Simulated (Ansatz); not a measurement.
Total energies of Cl2HOSSi, SMILES `O[Si]([S])(Cl)Cl` radical.

```csv
atom,x (Å),y (Å),z (Å)
O1,0.842,0.909,0.597
Si2,-0.103,-0.279,0.024
S3,-2.103,0.294,-0.281
Cl4,0.465,-0.888,-1.841
Cl5,0.120,-1.799,1.342
H6,0.779,1.762,0.160
```

The species carries charge 0 and has multiplicity 2. The structure was optimised at the PBE0-D4/def2-TZVP level. It is one conformer, not always the lowest. Basis def2-TZVPP, the Gaussian-basis code of Ansatz.

RPA on PBE orbitals: Hartree–Fock energy of these orbitals -1681.09651 Eh, correlation -1.41641 Eh (frozen core).

| functional | energy without D4 (Eh) | D4 term (kJ/mol) |
| --- | --- | --- |
| revPBE | -1683.81399 | -62.0 |
| r2SCAN | -1684.00458 | -5.4 |
| B97M-V | -1683.71296 | – |
| PBE0 | -1683.50769 | -20.7 |
| B3LYP | -1684.20758 | -40.1 |
| r2SCANh | -1683.99393 | -5.9 |
| r2SCAN0 | -1683.97927 | -6.6 |
| ωB97X-V | -1683.87727 | – |
| ωB97M-V | -1684.05032 | – |
| B2PLYP | -1683.59756 | – |

Task: Give the same for LDA (SPW92), PBE, BLYP, HSE06 (plane-wave form), BHLYP, CAM-B3LYP, LC-ωPBE, PBE-QIDH. (An estimate is asked.)

Result: Ansatz gave: 
| functional | energy without D4 (Eh) | D4 term (kJ/mol) |
| --- | --- | --- |
| LDA (SPW92) | -1678.11985 | – |
| PBE | -1683.37448 | -24.3 |
| BLYP | -1684.12484 | -52.6 |
| HSE06 (plane-wave form) | -1683.47565 | -19.6 |
| BHLYP | -1684.11398 | -34.5 |
| CAM-B3LYP | -1684.16952 | -21.5 |
| LC-ωPBE | -1683.64406 | – |
| PBE-QIDH | -1683.16315 | – |

B3LYP takes the VWN-RPA correlation (the form of Gaussian; ORCA's B3LYP/G). HSE06 is the plane-wave form, built on full-range PBE exchange. The double hybrids freeze the cores in their second-order part.

LC-ωPBE has ω = 0.4 bohr⁻¹.
